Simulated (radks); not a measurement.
Values are calculated unless marked as measured or tabulated.
Valence configurations of neutral iodine (all share [Kr]). Code: a radial shooting solver on a logarithmic mesh with Libxc functionals. Model: Dirac Kohn-Sham, PBEsol, spin-unpolarised, spherical densities, finite nucleus; open shells fill j = l - 1/2 first; Fermi nuclear charge, rms radius 4.75 fm. Order these by energy: 4d9.5 5s2 5p5.5; 4d9 5s2 5p6; 4d10 5s2 5p5; 4d10 5s1 5p6; 4d10 5s1.5 5p5.5.

Answer. From the lowest, in eV above it: 4d10 5s2 5p5 0.000; 4d10 5s1.5 5p5.5 5.340; 4d10 5s1 5p6 10.735; 4d9.5 5s2 5p5.5 21.988; 4d9 5s2 5p6 45.330. NIST lists [Kr] 4d10 5s2 5p5 as the ground configuration; this level of theory agrees among the configurations tried. The energies are those of spherical spin-averaged densities, not of single terms.
